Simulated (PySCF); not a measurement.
Compound: C3H7FOSi.
Atom-mapped SMILES: `[O:1]=[CH:2][C@@H:3]([F:4])[CH2:5][SiH3:6]` (hydrogens: H7 on C2; H8 on C3; H9, H10 on C5; H11, H12, H13 on Si6)

Method: PySCF, PBE0-D3(BJ)/def2-SVP geometry optimisation, gas phase; density fitting, grid level 1; the optimiser is geomeTRIC in internal coordinates, started from a GFN2-xTB structure with every atom displaced at random (about 0.01 Å).

Step 0: E = -15845.6571 eV
```
atom  x, y, z in Å  |  force x, y, z in eV/Å
O1     -0.5347    1.6633    0.7339   -0.335   0.197   0.053
C2     -1.3907    0.8631    0.4562    0.711  -0.159   0.067
C3     -1.0630   -0.5671    0.1607    1.556  -0.053   0.109
F4     -2.1039   -1.1790   -0.4175   -1.285  -0.471  -0.604
C5      0.1952   -0.6754   -0.7006   -0.117   0.512   1.719
Si6     1.6537    0.3314    0.0517   -0.383  -0.995  -0.594
H7     -2.4506    1.1065    0.4037   -0.936   0.386   0.018
H8     -0.8773   -1.0701    1.1277    0.032   0.062   0.200
H9     -0.0414   -0.2934   -1.6682   -0.196   0.373  -1.256
H10     0.4581   -1.7228   -0.7852    0.231  -0.516  -0.113
H11     1.7153    1.6811   -0.4589    0.150   0.809  -0.269
H12     2.8536   -0.3940   -0.4154    0.443  -0.139  -0.077
H13     1.5915    0.2394    1.5015    0.129  -0.008   0.746
```

Q: Estimate the geometry and energy of step 1. (The exact step hangs on the optimiser's Hessian estimate; all steps are aligned on step 0, rigid shifts and turns removed.)

A: E = -15845.8393 eV, largest force 0.472 eV/Å
```
atom  x, y, z in Å  |  force x, y, z in eV/Å
O1     -0.7134    1.7428    0.7619    0.215   0.119   0.054
C2     -1.4824    0.8727    0.4659   -0.322  -0.037  -0.125
C3     -1.0555   -0.5484    0.1668   -0.304  -0.147  -0.080
F4     -2.1285   -1.1837   -0.4475    0.395   0.187   0.177
C5      0.2014   -0.6480   -0.6658   -0.032   0.125  -0.147
Si6     1.7343    0.2697    0.0202   -0.149  -0.017   0.020
H7     -2.5893    1.0564    0.4042    0.116  -0.112   0.010
H8     -0.9003   -1.0364    1.1487   -0.026  -0.036   0.020
H9     -0.0247   -0.2587   -1.6793    0.111  -0.126   0.142
H10     0.4660   -1.7135   -0.7686   -0.032   0.062  -0.051
H11     1.8179    1.6709   -0.4703    0.019   0.018  -0.001
H12     2.9487   -0.4627   -0.4576   -0.026  -0.032  -0.045
H13     1.7317    0.2219    1.5110    0.035  -0.005   0.027
```

The energy changes by -0.1823 eV. The first-order estimate −F·Δx gives -0.4219 eV and the mean of the old and new forces, exact on a quadratic surface, -0.1905 eV. The step makes an angle of 73° with the force vector and moves no atom by more than 0.198 Å.

The cost below is that of the whole optimisation. The run took 42 s on one thread, Arm Neoverse V1 (aarch64), no GPU, shared host with 32 logical CPUs at a one-minute load of 39, and the process peaked at 0.54 GiB of memory.
